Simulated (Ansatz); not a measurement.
Basis-set series for `B[C@H]1C[Si@H]1Cl`. Charge 0, multiplicity 1. The structure was optimised at the PBE0-D4/def2-TZVP level.

| atom | x (Å) | y (Å) | z (Å) |
| --- | --- | --- | --- |
| B1 | -1.428 | 0.732 | -0.210 |
| C2 | -0.001 | 0.762 | 0.255 |
| C3 | 0.675 | -0.352 | 1.094 |
| Si4 | 0.804 | -0.669 | -0.690 |
| Cl5 | -0.221 | -2.180 | -1.586 |
| H6 | -2.133 | -0.207 | 0.037 |
| H7 | -1.850 | 1.627 | -0.884 |
| H8 | 0.594 | 1.663 | 0.112 |
| H9 | -0.015 | -0.966 | 1.667 |
| H10 | 1.554 | -0.055 | 1.655 |
| H11 | 2.022 | -0.355 | -1.452 |

| functional | basis | functions | energy (Eh) | HOMO (eV) | LUMO (eV) |
| --- | --- | --- | --- | --- | --- |
| PBE0-D4 | def2-SVP | 108 | -853.65288 | -7.27 | -0.70 |
| PBE0-D4 | def2-TZVPP | 261 | -854.02992 | -7.27 | -0.85 |
| ωB97M-V | def2-SVP | 108 | -853.94617 | -9.33 | 1.29 |
| ωB97M-V | def2-TZVPP | 261 | -854.32876 | -9.36 | 0.98 |

Give the rows for def2-QZVPP. (Estimate.)

Computed: 
```tsv
functional	basis	functions	energy (Eh)	HOMO (eV)	LUMO (eV)
PBE0-D4	def2-QZVPP	491	-854.05941	-7.28	-0.89
ωB97M-V	def2-QZVPP	491	-854.35644	-9.37	0.80
```

Positive LUMOs are unbound and depend on the basis.
